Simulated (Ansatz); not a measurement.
**Which isomer of CH6GeSe gives these data?**

These gas-phase data were calculated for one isomer of CH6GeSe at PBE0-D4/def2-SVP (harmonic, unscaled wavenumbers; equilibrium rotational constants with average atomic masses):

- rotational constants: 10.42, 1.757, 1.564 GHz
- all wavenumbers above 1500 cm⁻¹: 3190, 3179, 3068, 2452, 2162, 2143

Candidates:

(1) `C[Se][GeH3]`, a singlet
(2) `[GeH3][CH2][SeH]`, a singlet
(3) `[CH3][GeH2][SeH]`, a singlet

Task: Which structure fits?

Result: Candidate (3). 2 modes lie between 1900 and 2250 cm⁻¹, one for each Ge–H bond, while (1) has 3, (2) has 3.

The same quantities for all candidates:

```
     rotational constants (GHz)         wavenumbers above 1500 cm⁻¹  E above the lowest, PBE0-D4/def2-SVP (kcal/mol)
(1)          8.96, 1.957, 1.657  3197, 3195, 3074, 2178, 2144, 2143                                             10.0
(2)          18.2, 1.207, 1.157  3177, 3098, 2439, 2172, 2169, 2160                                             27.9
(3)         10.42, 1.757, 1.564  3190, 3179, 3068, 2452, 2162, 2143                                              0.0
```

Each candidate is one conformer. Programs: Ansatz 0.2.0.
